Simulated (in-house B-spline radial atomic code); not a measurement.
Results of a calculation; reference values are marked as such.
# Ghost states of the separable form: Se

Se, [Ar] 3d10 4s2 4p4, non-relativistic LDA (VWN5), spherical and spin-unpolarised, from a B-spline radial code for spherical atoms (atomic units; all potentials screened as in the neutral atom).

Troullier-Martins channels: 4s (ε = -0.6212, r_c = 1.595 bohr), 4p (ε = -0.2458, r_c = 1.763 bohr). In the Kleinman-Bylander form one channel serves as the local potential, and each other channel l becomes |δV u><u δV|/<u|δV|u>, with δV = V_l − V_local and u the pseudo-orbital. Its strength is E_KB = <u|δV²|u>/<u|δV|u>. By the analysis of Gonze, Stumpf and Scheffler a spurious state lies below the reference level ε if E_KB > 0 and ε is above the second level of the local potential alone, or if E_KB < 0 and ε is above its first. The table's levels are those of angular momentum l in a sphere of 9 bohr, whose wall can lift a shallow ε a little above its free-atom value.

```
local  channel    <u δV u>  <u δV² u>        ε  first local level  second local level
    p        s    0.027149    0.17798  -0.6212            -0.6933             -0.0010
    s        p  -0.0054962   0.078352  -0.2457            -0.2480              0.0932
```

(1) Apply the rule to each row.

Diagonalising the separable Hamiltonian gives:

| local | channel | three lowest levels | all-electron, two lowest valence levels |
| --- | --- | --- | --- |
| p | s | -0.6212, 0.0147, 0.2981 | -0.6212, 0.0146 |
| s | p | -3.7828, -0.2457, 0.0932 | -0.2457, 0.0926 |

(2) Which choices of local channel are safe?

Answers

(1) Local p, channel s: E_KB = +6.56, so ε = -0.6212 is set against -0.0010: no ghost. Local s, channel p: E_KB = -14.3, so ε = -0.2457 is set against -0.2480: a ghost.

(2) Free of ghosts: p. With s local the p channel has a ghost 3.54 hartree below ε, since the attractive projector pulls a state below the first local level. Among the safe choices the second level, which tests transfer, is off by at most 0.1 millihartree (p local). A small <u δV u> makes E_KB large and sensitive.
